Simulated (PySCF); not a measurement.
Species: C7H14OSi.
Cartesian coordinates in Å at the GFN2-xTB level; atoms count from 1:
```
atom  x, y, z in Å
C1    -0.1831    2.3639    0.0077
C2    -0.1969    1.0436    0.0681
C3    -0.8761    0.2598    1.1487
C4    -1.8992   -0.6966    0.5304
C5    -1.2161   -1.6084   -0.4829
C6    -0.5475   -0.7837   -1.5782
C7     0.4755    0.1839   -0.9719
O8     1.5211   -0.5664   -0.4062
Si9    2.8770   -0.0588    0.3084
H10   -0.6708    2.9702    0.7528
H11    0.3153    2.8928   -0.7877
H12   -1.3576    0.9317    1.8612
H13   -0.1225   -0.3278    1.6803
H14   -2.3679   -1.2926    1.3159
H15   -2.6805   -0.1158    0.0341
H16   -1.9449   -2.2888   -0.9279
H17   -0.4541   -2.2061    0.0205
H18   -0.0369   -1.4394   -2.2856
H19   -1.2953   -0.2008   -2.1202
H20    0.8914    0.8230   -1.7647
H21    3.7186    0.7025   -0.6205
H22    2.6104    0.7945    1.4715
H23    3.4353   -1.3536    0.6669
```

NICS is the negative of the GIAO shielding at a point without a nucleus: at the ring centre (0) and 1 Å above and below it (1); zz is the component along the ring normal. Level: GIAO PBE0/pcSseg-1 (PySCF, non-relativistic, gas phase) on the GFN2-xTB geometry, one conformer.

Ring bond lengths (Å), with Mayer bond orders in brackets: C2–C3 1.498 (1.00), C3–C4 1.531 (1.02), C4–C5 1.525 (1.04), C5–C6 1.525 (1.03), C6–C7 1.533 (1.02), C7–C2 1.508 (0.98).

**Question.** What do the NICS probes read (ppm)?

**Answer.** 
```json
{"ring": "C2–C3–C4–C5–C6–C7", "type": "6-membered carbocycle; formal bonds all single", "NICS(0)": "-1.6", "NICS(1), two faces": "-3.0 / -1.5", "NICS(1)zz, two faces": "1.2 / 4.4", "rms pucker (Å)": "0.24", "centre to ring atoms, mean (Å)": "1.46"}
```

**Question.** What can be read from them?

**Answer.** 
- C2–C3–C4–C5–C6–C7: mean NICS(1)zz 2.8 ppm, near zero. C3, C4, C5, C6, C7 have four or more neighbours, so the value isn't read as a sign of a π ring current. The two faces differ by 3.2 ppm, so no symmetry operation interchanges them.

**Question.** List the ring angles and the Hirshfeld charges of the ring atoms.

**Answer.** 
- C2–C3–C4–C5–C6–C7: C2 113.7° (+0.007 e), C3 109.8° (-0.071 e), C4 110.0° (-0.067 e), C5 110.5° (-0.071 e), C6 110.5° (-0.075 e), C7 109.6° (+0.051 e); sum 664.1° against 720° for a flat convex ring.

**Question.** What are the shieldings of the ring atoms and their hydrogens in the same run (means over atoms taken as equivalent)?

**Answer.** 
| atoms | environment | σ isotropic (ppm) | principal values of the symmetric part, first atom (ppm) |
| --- | --- | --- | --- |
| C2 | fully substituted alkene carbon | 29.2 | -91.2, 17.9, 160.9 |
| C3 | allylic carbon | 152.1 | 142.1, 152.7, 161.5 |
| C4 | ring CH2 carbon | 154.1 | 150.8, 154.2, 157.4 |
| C5 | ring CH2 carbon | 163.0 | 154.5, 160.9, 173.7 |
| C6 | ring CH2 carbon | 146.8 | 138.2, 145.2, 156.9 |
| C7 | sp3 carbon bound to oxygen | 108.8 | 93.0, 98.2, 135.2 |
| H12 | methylene hydrogen | 29.59 | 25.1, 28.3, 35.3 |
| H13 | methylene hydrogen | 29.20 | 25.8, 28.8, 33.0 |
| H14 | methylene hydrogen | 29.85 | 24.9, 27.7, 36.9 |
| H15 | methylene hydrogen | 30.40 | 26.4, 28.8, 36.0 |
| H16 | methylene hydrogen | 30.21 | 25.0, 27.9, 37.7 |
| H17 | methylene hydrogen | 29.63 | 26.0, 28.9, 34.0 |
| H18 | methylene hydrogen | 29.61 | 25.3, 27.8, 35.7 |
| H19 | methylene hydrogen | 30.26 | 26.8, 28.3, 35.7 |

The list is cut; further classes of hydrogen are left out.
